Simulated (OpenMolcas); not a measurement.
Ions of charge +2 along the 3d row on the Ca site of CsCaF3

| Quantity | Value |
| --- | --- |
| Program | OpenMolcas 26.06 |
| Method | CASSCF |
| Spin-orbit coupling | state interaction with AMFI integrals over the reference wave functions |

The d shell is active. Each dopant is a cluster with its nearest anions in model potentials and point charges, with no relaxation. Distances were set from a Shannon-type radius of the metal (high-spin where two are listed) plus a fixed donor radius (F 1.31 Å), in hosts weighted 0.65 to 0.35 with the host's distance in the model lattice. Ligand basis ANO-RCC-VDZP, DKH2 Hamiltonian. States (labels of O, the rotations of Oh). Energies in cm-1 above the lowest state or level, χT in cm3 K/mol; under a threefold ground state the first gap can be a small split of the lowest multiplet, not the spin-orbit step; 10Dq and B are least-squares fits to the states below 45000 cm-1, weighted by degeneracy, with a free offset, and given where the rms deviation is under 5 % of |10Dq| (or 100 cm-1) and under 700 cm-1. Spin-only χT is S(S+1) / 2 for the spin of the ground state.

```tsv
Ion	Shell	R (Å)	Metal basis	Ground state	First state of that spin	10Dq	B (rms of fit)	First gap with spin-orbit (degeneracies)	χT at 300 K	First state of another spin	Spin-only χT
Ti2+	3d2	2.203	ANO-RCC-VTZP	3T1	3T2 8895	10501	869 (179)	3.2 (2, 3)	1.103	1T2 12026	1.000
V2+	3d3	2.157	ANO-RCC-VTZP	4A2	4T2 8914			8847 (4, 2)	1.849	2E 16628	1.875
Cr2+	3d4	2.164	ANO-RCC-VTZP	5E	5T2 7138			5.7 (1, 3)	2.948	3T1 14754	3.000
Fe2+	3d6	2.151	ANO-RCC-VTZP	5T2	5E 6236			189.5 (3, 2)	4.131	3T1 18702	3.000
Co2+	3d7	2.128	ANO-RCC-VTZP	4T1	4T2 4478	5104	1221 (90)	353.2 (2, 4)	3.740	2E 16782	1.875
Ni2+	3d8	2.092	ANO-RCC-VTZP	3A2	3T2 5128	4997	1293 (66)	4857 (3, 2)	1.594	1E 18589	1.000
Cu2+	3d9	2.118	ANO-RCC-VTZP	2E	2T2 4078	4078		3481 (4, 2)	0.720		0.375
```

Among the 4 ions with a close fit, |10Dq| is smallest for Cu2+ (4078 cm-1) and largest for Ti2+ (10501 cm-1). The error differs from ion to ion, so this order need not be the real one.

B goes from 869 cm-1 (Ti2+) to 1293 cm-1 (Ni2+).

Every ion keeps the highest spin of its shell. χT departs most from the spin-only value for Co2+, by +1.865 cm3 K/mol.

Ligand-to-metal charge-transfer states are missing. With metal d orbitals alone and no dynamic correlation 10Dq can be off by a tenth to a fifth, either way, in oxide and fluoride hosts. An orbital triplet at a regular site is open to Jahn-Teller coupling, which can distort the site and quench the lowest spin-orbit gaps and is left out (holds for Ti2+; Fe2+; Co2+). Without dynamic correlation the repulsion within the d shell is too large (B by tens of per cent), so at a given field states of lower spin stand too high (holds for Ti2+; V2+; Cr2+; Fe2+; Co2+; Ni2+). With no ligand orbital active B as a rule stays too high, so bands that hang on it stand too high and its fall with covalency is understated (holds for Ti2+; V2+; Cr2+; Fe2+; Co2+; Ni2+). An orbital doublet at a regular site is open to a Jahn-Teller distortion, which this geometry leaves out (holds for Cr2+; Cu2+). No measured value stands beside these numbers; the geometry was set by hand and not optimised.
